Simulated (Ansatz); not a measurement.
Consider the formal exchange of groups at a C–C bond: `CCC#N` + `C[Te]B(O)O` → `CC[Te]B(O)O` + `CC#N`.

Isolated molecules relaxed with PBE0-D4/def2-TZVP in Ansatz; ΔE leaves out vibrations. CCSD(T)/CBS adds triple-zeta CCSD(T) − MP2 to the extrapolated MP2 energy (def2 sets, frozen cores). This one scheme is used for every species. DFT in def2-TZVPP. B3LYP here is the variant with VWN-RPA as its local correlation; programs differ in this. def2 core potentials past Kr. For Te outer-core shells are correlated without core-valence functions, which leaves a few kJ/mol of doubt a bond. Each species was taken in one conformer, which may not be the lowest.

| level | ΔE (kJ/mol) |
| --- | --- |
| B3LYP-D4 | -0.4 |
| HF/def2-TZVPP | 10.5 |
| HF/def2-QZVPP | 10.9 |
| MP2/CBS(def2) | -1.9 |

(1) What does CCSD(T)/CBS give? (Estimate.)

Largest T1 diagnostic among the species: 0.012.

## Answers

(1) The calculation gave: -0.3 kJ/mol. The listed levels differ from it by -0.1, 10.8, 11.2, -1.6 kJ/mol.

The D4 term adds −4.6 kJ/mol with B3LYP and −2.6 kJ/mol with PBE0; it sums over pairs of atoms, weighted by their polarisabilities, and B3LYP, whose exchange is more repulsive, gets the larger term. In def2-TZVPP, CCSD(T) changes the Hartree–Fock value by −11.1 kJ/mol (the triples alone add −1.7 kJ/mol) and MP2 by −12.6 kJ/mol.
